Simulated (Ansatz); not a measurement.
Born–Oppenheimer molecular dynamics of Cl₃FTi (5 atoms, charge 0, multiplicity 1). It starts from a relaxed structure.

The calculation used RKS PBE/def2-SVP in Ansatz.

| Item | Value |
| --- | --- |
| ensemble | NVT, Langevin thermostat |
| time step | 1 fs |
| steps asked | 250 |
| set temperature | 500 K |
| friction | 0.001 /fs |
| seed | 713188 |

First frame:

```xyz
5
Properties=species:S:1:pos:R:3
Ti 0.000 0.000 -0.027
F 0.000 0.000 1.707
Cl 2.061 0.000 -0.739
Cl -1.030 1.784 -0.739
Cl -1.030 -1.784 -0.739
```

How far do the bonds stretch over the last three quarters of this one trajectory? (Pairs bonded in most of those frames.)


```csv
bond,mean (Å),spread (Å),shortest,longest
Ti1–F2,1.735,0.042,1.67,1.80
Ti1–Cl3,2.206,0.076,2.07,2.31
Ti1–Cl4,2.185,0.052,2.09,2.28
Ti1–Cl5,2.185,0.024,2.15,2.23
```

Mean temperature of the second half: 246 K. The mean temperature of the second half is 51 % below the set value. A run of 0.25 ps of so small a system gives no equilibrium averages.

Run time: 8.3 min on 2 threads of Arm Neoverse V1, with other jobs on the host, peak memory 0.15 GiB.
